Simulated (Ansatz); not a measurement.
One change: `[F][GaH][SH]` becomes `[F][AlH][SH]`.

Ansatz, PBE0-D4/def2-TZVP geometries, multiplicity 1. Each molecule was computed in one conformer, which needn't be the lowest.

Scalar relativity is left out up to krypton.

```json
{"property": "size of the dipole moment (B3LYP/def2-TZVPP) / D", "`[F][GaH][SH]`": "1.27"}
{"property": "size of the dipole moment (PBE/def2-TZVPP) / D", "`[F][GaH][SH]`": "1.14"}
{"property": "HOMO–LUMO gap (PBE/def2-TZVPP) / eV", "`[F][GaH][SH]`": "4.84"}
{"property": "HOMO–LUMO gap (PBE0/def2-TZVPP) / eV", "`[F][GaH][SH]`": "6.83"}
{"property": "LUMO energy (ωB97M-V/def2-TZVPP) / eV", "`[F][GaH][SH]`": "0.46"}
{"property": "HOMO energy (PBE/def2-TZVPP) / eV", "`[F][GaH][SH]`": "-6.86"}
```

(1) Give the same properties after the change, and the shifts. (Estimate.)

Results:

(1) Ansatz gave: 
```json
{"property": "size of the dipole moment (B3LYP/def2-TZVPP) / D", "`[F][AlH][SH]`": "1.85", "shift": "0.58"}
{"property": "size of the dipole moment (PBE/def2-TZVPP) / D", "`[F][AlH][SH]`": "1.79", "shift": "0.65"}
{"property": "HOMO–LUMO gap (PBE/def2-TZVPP) / eV", "`[F][AlH][SH]`": "5.15", "shift": "0.31"}
{"property": "HOMO–LUMO gap (PBE0/def2-TZVPP) / eV", "`[F][AlH][SH]`": "7.11", "shift": "0.28"}
{"property": "LUMO energy (ωB97M-V/def2-TZVPP) / eV", "`[F][AlH][SH]`": "0.65", "shift": "0.19"}
{"property": "HOMO energy (PBE/def2-TZVPP) / eV", "`[F][AlH][SH]`": "-6.87", "shift": "-0.01"}
```

Dipoles are sizes alone; their direction can turn.

B3LYP here is the variant with VWN-RPA as its local correlation; programs differ in this.
